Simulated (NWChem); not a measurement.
System: CH$_{2}$Cl$_{2}$O$_{2}$Si; SMILES O=C[Si](Cl)(Cl)O

Excerpt of the output:

```
             Northwest Computational Chemistry Package (NWChem) 7.3.0
             --------------------------------------------------------

                             Geometry "geometry" -> ""
                             -------------------------

 Output coordinates in angstroms (scale by  1.889725989 to convert to a.u.)

  No.       Tag          Charge          X              Y              Z
 ---- ---------------- ---------- -------------- -------------- --------------
    1 O                    8.0000    -0.53963200    -2.55646000     0.08782100
    2 C                    6.0000    -0.33153500    -1.57093900     0.77492600
    3 Si                  14.0000     0.01662900     0.06193800    -0.18021000
    4 O                    8.0000    -0.07226300    -0.36327000    -1.75987100
    5 Cl                  17.0000     1.88084400     0.78635100     0.30653400
    6 Cl                  17.0000    -1.39284700     1.48216900     0.30322700
    7 H                    1.0000    -0.34849100    -1.64222600     1.88369600
    8 H                    1.0000    -0.27386600    -1.31444500    -1.84506900

 Effective nuclear repulsion energy (a.u.)     435.1656226713

                                 NWChem DFT Module
                                 -----------------

 Summary of "ao basis" -> "ao basis" (spherical)
 ------------------------------------------------------------------------------
       Tag                 Description            Shells   Functions and Types
 ---------------- ------------------------------  ------  ---------------------
 O                          def2-svp                 6       14   3s2p1d
 C                          def2-svp                 6       14   3s2p1d
 Si                         def2-svp                 8       18   4s3p1d
 Cl                         def2-svp                 8       18   4s3p1d
 H                          def2-svp                 3        5   2s1p

 in cosmo_initialize ...
 calling solv_data for solv:ether

 solvent parameters
 solvname_short: ether
 solvname_long:  diethyl ether
 dielec:        4.2400
 dielecinf:     1.8295
 nonaqueous SMD model solvent descriptors
 dielec:        4.2400
 sola:          0.0000
 solb:          0.4100
 solc:          0.0000
 solg:         23.9600
 solh:          0.0000
 soln:          1.3526

          ---------------
          -cosmo- solvent
          ---------------
 Cosmo: York-Karplus, doi: 10.1021/jp992097l
 dielectric constant -eps-     =   4.24
 screen = (eps-1)/(eps    )    =   0.76415
 surface charge correction     = lagrangian

   van der Waals surface
 --------------------------

 ---------- ATOMIC COORDINATES (A.U.) ------------ VDWR(ANG.) --
     1   -1.01975661   -4.83100890    0.16595763     2.294
     2   -0.62651031   -2.96864425    1.46439780     1.850
     3    0.03142425    0.11704585   -0.34054752     2.470
     4   -0.13655727   -0.68648076   -3.32567397     2.294
     5    3.55427979    1.48598792    0.57926527     2.380
     6   -2.63209917    2.80089328    0.57301594     2.380
     7   -0.65855250   -3.10335715    3.55966929     1.200
     8   -0.51753170   -2.48394088   -3.48667484     1.200
 number of segments per atom =        128
 number of   points per atom =        128
 atom (   nspa,  nppa )
 ----------------------
    1 (     84,     0 )       0
    2 (     20,     0 )       0
    3 (     17,     0 )       0
    4 (     73,     0 )       0
    5 (     91,     0 )       0
    6 (     87,     0 )       0
    7 (     50,     0 )       0
    8 (      1,     0 )       0
 number of -cosmo- surface points =      423
 molecular surface =    185.372 angstrom**2
 molecular volume  =    188.055 angstrom**3
 -lineq- algorithm             =   0
 -bem- low  level              =   3
 -bem- from -octahedral-
 gaussian surface charge width =   4.50000
 degree of switching           =   1.00000
 switching function tolerance  =   0.00010
 atomic radii =
 --------------
    1  8.000  2.294
    2  6.000  1.850
    3 14.000  2.470
    4  8.000  2.294
    5 17.000  2.380
    6 17.000  2.380
    7  1.000  1.200
    8  1.000  1.200
 ...... end of -cosmo- initialization ......

 nat:                     8
 ixmem:                  3618
 calling mnsol_interface()
 G(SMD-CDS) energy (kcal/mol)  =    -2.936
 SMD-CDS SASA (angstrom**2)    =   161.466

            General Information
            -------------------
          SCF calculation type: DFT
          Wavefunction type:  closed shell.
          No. of atoms     :     8
          No. of electrons :    72
           Alpha electrons :    36
            Beta electrons :    36
          Charge           :     0
          Spin multiplicity:     1
          Use of symmetry is: off; symmetry adaption is: off
          Maximum number of iterations: 150
          AO basis - number of functions:   106
                     number of shells:    48
          Convergence on energy requested:  1.00D-06
          Convergence on density requested:  1.00D-05
          Convergence on gradient requested:  5.00D-04

              XC Information
              --------------
                         PBE0 Method XC Functional
                     Hartree-Fock (Exact) Exchange  0.250
          PerdewBurkeErnzerhof Exchange Functional  0.750
            Perdew 1991 LDA Correlation Functional  1.000 local
           PerdewBurkeErnz. Correlation Functional  1.000 non-local

             Grid Information
             ----------------
          Grid used for XC integration:  medium
          Radial quadrature: Mura-Knowles
          Angular quadrature: Lebedev.
          Tag              B.-S. Rad. Rad. Pts. Rad. Cut. Ang. Pts.
          ---              ---------- --------- --------- ---------
          O                   0.60       49          10.0       434
          C                   0.70       49           9.0       434
          Si                  1.10       88           9.0       590
          Cl                  1.00       88          10.0       590
          H                   0.35       45          10.0       434
          Grid pruning is: on
          Number of quadrature shells:   501
          Spatial weights used:  Erf1

      Superposition of Atomic Density Guess
      -------------------------------------

 Sum of atomic energies:       -1395.39125902

      Non-variational initial energy
      ------------------------------

 Total energy =   -1397.207327
 1-e energy   =   -2795.587830
 2-e energy   =     963.214880
 HOMO         =      -0.281730
 LUMO         =      -0.064939

   convergence    iter        energy       DeltaE   RMS-Dens  Diis-err
 ---------------- ----- ----------------- --------- --------- ---------
     COSMO gas phase
 d= 0,ls=0.0,diis     1  -1398.4564164878 -1.83D+03  1.89D-02  1.42D+00
 d= 0,ls=0.0,diis     2  -1398.0549199711  4.01D-01  1.24D-02  5.47D+00
 d= 0,ls=0.0,diis     3  -1398.6183917074 -5.63D-01  2.53D-03  8.31D-02
 d= 0,ls=0.0,diis     4  -1398.6232280552 -4.84D-03  1.14D-03  3.77D-02
 d= 0,ls=0.0,diis     5  -1398.6270572097 -3.83D-03  2.19D-04  9.34D-04
  Resetting Diis
 d= 0,ls=0.0,diis     6  -1398.6271388641 -8.17D-05  7.92D-05  1.01D-04
 d= 0,ls=0.0,diis     7  -1398.6271508613 -1.20D-05  2.90D-05  3.61D-06
 d= 0,ls=0.0,diis     8  -1398.6271503084  5.53D-07  1.63D-05  9.22D-06
 d= 0,ls=0.0,diis     9  -1398.6271512407 -9.32D-07  4.01D-06  3.87D-07

   convergence    iter        energy       DeltaE   RMS-Dens  Diis-err
 ---------------- ----- ----------------- --------- --------- ---------
     COSMO solvation phase
 d= 0,ls=0.0,diis     1  -1398.6361199578 -8.97D-03  9.08D-04  1.33D-03
 d= 0,ls=0.0,diis     2  -1398.6363387190 -2.19D-04  2.56D-04  1.68D-03
 d= 0,ls=0.0,diis     3  -1398.6364967113 -1.58D-04  1.04D-04  2.70D-04
 d= 0,ls=0.0,diis     4  -1398.6365212517 -2.45D-05  3.62D-05  2.23D-05
 d= 0,ls=0.0,diis     5  -1398.6365234514 -2.20D-06  1.27D-05  2.60D-06
 d= 0,ls=0.0,diis     6  -1398.6365237157 -2.64D-07  3.77D-06  2.14D-07

         Total DFT energy =    -1398.636523715665
      One electron energy =    -2797.239529166750
           Coulomb energy =     1064.031020718908
    Exchange-Corr. energy =     -100.205684411046
 Nuclear repulsion energy =      435.165622671303

             COSMO energy =       -0.387953528080

 Numeric. integr. density =       72.000002967666

                                COSMO-SMD solvation results
                                ---------------------------

             internal energy in gas <Psi(g)|H|Psi(g)> =     -1398.627151240677
         internal energy in solvent <Psi(s)|H|Psi(s)> =     -1398.626689922187
                               delta internal energy  =         0.000461318491 (    0.29 kcal/mol)
   total free energy in solvent <Psi(s)|H+V/2|Psi(s)> =     -1398.631845600712
 polarization energy contribution <Psi(s)|V/2|Psi(s)> =        -0.005155678525 (   -3.24 kcal/mol)
    total free energy in solvent including G(SMD-CDS) =     -1398.636523715665
                       G(SMD-CDS) energy contribution =        -0.004678114953 (   -2.94 kcal/mol)
     1 M fixed-concentration free energy of solvation =        -0.009372474987 (   -5.88 kcal/mol)

                       DFT Final Molecular Orbital Analysis
                       ------------------------------------

 Vector   34  Occ=2.000000D+00  E=-3.506322D-01
              MO Center=  2.0D-01,  9.0D-01,  1.4D-01, r^2= 4.3D+00
   Bfn.  Coefficient  Atom+Function         Bfn.  Coefficient  Atom+Function
  ----- ------------  ---------------      ----- ------------  ---------------
    72      0.295339  5 Cl py                73     -0.278527  5 Cl pz
    91      0.278121  6 Cl pz                89     -0.274705  6 Cl px
    69      0.220875  5 Cl py                86     -0.205924  6 Cl px
    70     -0.201195  5 Cl pz                88      0.200894  6 Cl pz
    90     -0.201040  6 Cl py                50     -0.180570  4 O  px

 Vector   35  Occ=2.000000D+00  E=-3.376499D-01
              MO Center=  1.8D-01,  8.2D-01, -1.1D-01, r^2= 4.3D+00
   Bfn.  Coefficient  Atom+Function         Bfn.  Coefficient  Atom+Function
  ----- ------------  ---------------      ----- ------------  ---------------
    50      0.288404  4 O  px                73      0.287456  5 Cl pz
    91     -0.287883  6 Cl pz                89     -0.266049  6 Cl px
    72      0.255105  5 Cl py                53      0.220227  4 O  px
    70      0.211953  5 Cl pz                88     -0.212273  6 Cl pz
    86     -0.197116  6 Cl px                69      0.188232  5 Cl py

 Vector   36  Occ=2.000000D+00  E=-2.765755D-01
              MO Center= -3.5D-01, -1.6D+00,  3.8D-01, r^2= 3.0D+00
   Bfn.  Coefficient  Atom+Function         Bfn.  Coefficient  Atom+Function
  ----- ------------  ---------------      ----- ------------  ---------------
     6      0.390891  1 O  pz                 5     -0.305976  1 O  py
     9      0.303493  1 O  pz                97     -0.248344  7 H  s
     8     -0.245581  1 O  py                31      0.224915  3 Si s
    98     -0.181249  7 H  s                 19      0.165772  2 C  py
    20     -0.164289  2 C  pz                37     -0.164243  3 Si py

 Vector   37  Occ=0.000000D+00  E=-7.162661D-02
              MO Center= -3.3D-01, -1.6D+00,  4.7D-01, r^2= 2.2D+00
   Bfn.  Coefficient  Atom+Function         Bfn.  Coefficient  Atom+Function
  ----- ------------  ---------------      ----- ------------  ---------------
    21      0.459647  2 C  px                18      0.443302  2 C  px
     7     -0.413655  1 O  px                 4     -0.405782  1 O  px
    39      0.207674  3 Si px                90     -0.139320  6 Cl py
    72      0.118207  5 Cl py                36      0.117532  3 Si px
    22     -0.097404  2 C  py                19     -0.094012  2 C  py

 Vector   38  Occ=0.000000D+00  E= 1.867098D-02
              MO Center=  1.2D-01,  5.4D-01, -2.5D-01, r^2= 3.9D+00
   Bfn.  Coefficient  Atom+Function         Bfn.  Coefficient  Atom+Function
  ----- ------------  ---------------      ----- ------------  ---------------
    31      0.712753  3 Si s                 40      0.584261  3 Si py
    32      0.544752  3 Si s                 71      0.484093  5 Cl px
    89     -0.427113  6 Cl px               103      0.424425  8 H  s
    49     -0.399942  4 O  s                 30      0.334177  3 Si s
    64     -0.329853  5 Cl s                 82     -0.329887  6 Cl s

 Vector   39  Occ=0.000000D+00  E= 4.332385D-02
              MO Center= -3.6D-02, -1.9D-01, -1.2D-01, r^2= 4.1D+00
   Bfn.  Coefficient  Atom+Function         Bfn.  Coefficient  Atom+Function
  ----- ------------  ---------------      ----- ------------  ---------------
    41      0.908881  3 Si pz                49      0.638086  4 O  s
    17     -0.606575  2 C  s                  3      0.389030  1 O  s
   103     -0.321637  8 H  s                 38      0.274443  3 Si pz
    73     -0.208301  5 Cl pz                91     -0.208590  6 Cl pz
    71      0.199665  5 Cl px                 8      0.179497  1 O  py

     Multipole analysis of the density
     ---------------------------------

     L   x y z        total         alpha         beta         nuclear
     -   - - -        -----         -----         ----         -------
     0   0 0 0     -0.000000    -36.000000    -36.000000     72.000000

     1   1 0 0     -0.076266     -1.003809     -1.003809      1.931353
     1   0 1 0     -0.362507     -3.669524     -3.669524      6.976541
     1   0 0 1      0.571914      1.084574      1.084574     -1.597234

     2   2 0 0    -41.236278   -192.654800   -192.654800    344.073322
     2   1 1 0     -0.514699     -9.837962     -9.837962     19.161225
     2   1 0 1      0.019189     -2.713273     -2.713273      5.445735
     2   0 2 0    -43.531189   -236.891932   -236.891932    430.252674
     2   0 1 1      0.082840    -12.328463    -12.328463     24.739765
     2   0 0 2    -39.065202    -89.185574    -89.185574    139.305947
```

Level: PBE0/def2-SVP, SMD on the gas-phase geometry. All runs use the structure optimised with B3LYP/6-31G* (spherical d). Solvent: diethyl ether.

Q: Reconstruct the input file.

A: Several could match; the one computed here: the input that was run:
```
start job
memory heap 200 mb stack 900 mb global 1100 mb
geometry units angstroms noautosym nocenter noautoz
  O     -0.539632    -2.556460     0.087821
  C     -0.331535    -1.570939     0.774926
  Si     0.016629     0.061938    -0.180210
  O     -0.072263    -0.363270    -1.759871
  Cl     1.880844     0.786351     0.306534
  Cl    -1.392847     1.482169     0.303227
  H     -0.348491    -1.642226     1.883696
  H     -0.273866    -1.314445    -1.845069
end
basis spherical
  * library def2-svp
end
dft
  xc pbe0
  iterations 150
end
cosmo
  do_cosmo_smd true
  solvent ether
end
task dft energy
```
